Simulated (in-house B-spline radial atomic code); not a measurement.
## Ionising Sc with different functionals

Computed with a B-spline radial code for spherical atoms: scalar-relativistic (spin-free X2C) Hamiltonian, Fermi nucleus of rms radius 3.5459 fm, spin-polarised at highest spin, spherical fractional occupations for the functionals, the average over the highest-spin determinants for Hartree-Fock. The ionisation energy is the difference of two self-consistent energies, [Ar] 3d1 4s2 → [Ar] 3d1 4s1, without Breit or QED terms; ε is the level of the shell that loses the electron (its least bound occupied spin orbital).

Hybrids are left out here: with spherical fractional occupations of an open shell their exact exchange keeps a self-interaction that integer-occupation calculations don't have.

```json
{"method": "Hartree-Fock", "rung": "Hartree-Fock", "ΔSCF (eV)": "5.38", "-ε(4s) (eV)": "5.58"}
{"method": "LDA VWN5", "rung": "LDA", "ΔSCF (eV)": "6.64", "-ε(4s) (eV)": "4.13"}
{"method": "LDA PW92", "rung": "LDA", "ΔSCF (eV)": "6.65", "-ε(4s) (eV)": "4.14"}
{"method": "LDA exchange-only", "rung": "LDA", "ΔSCF (eV)": "5.43", "-ε(4s) (eV)": "3.21"}
{"method": "PBE", "rung": "GGA", "ΔSCF (eV)": "6.46", "-ε(4s) (eV)": "4.03"}
{"method": "PBEsol", "rung": "GGA", "ΔSCF (eV)": "6.41", "-ε(4s) (eV)": "4.02"}
{"method": "BLYP", "rung": "GGA", "ΔSCF (eV)": "6.51", "-ε(4s) (eV)": "3.91"}
{"method": "RPBE", "rung": "GGA", "ΔSCF (eV)": "6.44", "-ε(4s) (eV)": "3.99"}
{"method": "PW91", "rung": "GGA", "ΔSCF (eV)": "?", "-ε(4s) (eV)": "?"}
{"method": "BP86", "rung": "GGA", "ΔSCF (eV)": "6.60", "-ε(4s) (eV)": "4.15"}
{"method": "AM05", "rung": "GGA", "ΔSCF (eV)": "6.35", "-ε(4s) (eV)": "3.96"}
{"method": "OLYP", "rung": "GGA", "ΔSCF (eV)": "6.34", "-ε(4s) (eV)": "3.76"}
{"method": "TPSS", "rung": "meta-GGA", "ΔSCF (eV)": "6.35", "-ε(4s) (eV)": "4.03"}
{"method": "SCAN", "rung": "meta-GGA", "ΔSCF (eV)": "6.20", "-ε(4s) (eV)": "4.10"}
{"method": "r2SCAN", "rung": "meta-GGA", "ΔSCF (eV)": "?", "-ε(4s) (eV)": "?"}
{"method": "revTPSS", "rung": "meta-GGA", "ΔSCF (eV)": "6.37", "-ε(4s) (eV)": "4.08"}
```

(1) What does PW91 give?

(2) What does r2SCAN give?

(3) How do they compare with the NIST value?

Results:

(1) ΔSCF 6.49 eV, and -ε(4s) = 4.06 eV.

(2) ΔSCF 6.18 eV, and -ε(4s) = 4.09 eV.

(3) NIST lists 6.561 eV (measured, ground level to ground level). Errors run from -1.18 to +0.09 eV; BP86 is closest (+0.03 eV), but part of that can be cancellation, since the calculations leave out spin-orbit coupling, Breit-QED terms, multiplet and fine-structure energies. Hartree-Fock also lacks correlation.
